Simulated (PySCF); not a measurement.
Tc (technetium, neutral) across methods

[Kr] 4d4 5s2 5p1, one real determinant (an excited configuration). Calculation: PySCF 2.14, in def2-QZVPPD with the def2 core potential (28 electrons) (7s5p4d4f2g, 88 functions); scalar relativity through the core potential.

```json
{"method": "r2SCAN0", "E (hartree)": "-80.4432", "mean ε 5s α (eV)": "-8.528", "mean ε 5s β (eV)": "-6.531", "mean ε 5p α (eV)": "-3.807", "Σ⟨r²⟩ (bohr²)": "65.03", "⟨S²⟩": "8.769"}
{"method": "PBE0", "E (hartree)": "-80.4332", "mean ε 5s α (eV)": "-8.293", "mean ε 5s β (eV)": "-6.474", "mean ε 5p α (eV)": "-3.681", "Σ⟨r²⟩ (bohr²)": "65.04", "⟨S²⟩": "8.759"}
{"method": "UHF", "E (hartree)": "-79.86207", "mean ε 5s α (eV)": "-10.359", "mean ε 5s β (eV)": "-7.350", "mean ε 5p α (eV)": "-5.306", "Σ⟨r²⟩ (bohr²)": "67.13", "⟨S²⟩": "8.789"}
{"method": "M06", "E (hartree)": "-80.3995", "mean ε 5s α (eV)": "-7.948", "mean ε 5s β (eV)": "-6.897", "mean ε 5p α (eV)": "-3.262", "Σ⟨r²⟩ (bohr²)": "64.84", "⟨S²⟩": "8.752"}
{"method": "r2SCAN", "E (hartree)": "-80.4750", "mean ε 5s α (eV)": "-7.712", "mean ε 5s β (eV)": "-5.867", "mean ε 5p α (eV)": "-3.168", "Σ⟨r²⟩ (bohr²)": "64.97", "⟨S²⟩": "8.769"}
{"method": "PBE", "E (hartree)": "-80.4515", "mean ε 5s α (eV)": "-7.402", "mean ε 5s β (eV)": "-5.826", "mean ε 5p α (eV)": "-2.966", "Σ⟨r²⟩ (bohr²)": "65.18", "⟨S²⟩": "8.757"}
{"method": "PBEsol", "E (hartree)": "-80.3180", "mean ε 5s α (eV)": "-7.459", "mean ε 5s β (eV)": "-5.848", "mean ε 5p α (eV)": "-2.960", "Σ⟨r²⟩ (bohr²)": "64.95", "⟨S²⟩": "8.758"}
{"method": "LDA", "E (hartree)": "-80.2597", "mean ε 5s α (eV)": "-7.598", "mean ε 5s β (eV)": "-6.102", "mean ε 5p α (eV)": "-2.987", "Σ⟨r²⟩ (bohr²)": "64.87", "⟨S²⟩": "8.757"}
```

**Question.** Estimate the same row for CAM-B3LYP.

**Answer.** E (hartree) = -80.4052; mean ε 5s α (eV) = -9.394; mean ε 5s β (eV) = -7.754; mean ε 5p α (eV) = -4.517; Σ⟨r²⟩ (bohr²) = 65.08; ⟨S²⟩ = 8.759.

⟨L²⟩ = 8.04 against 12 for a pure F term, so this real determinant mixes terms. Energies and moments cover only the electrons outside the core potential.
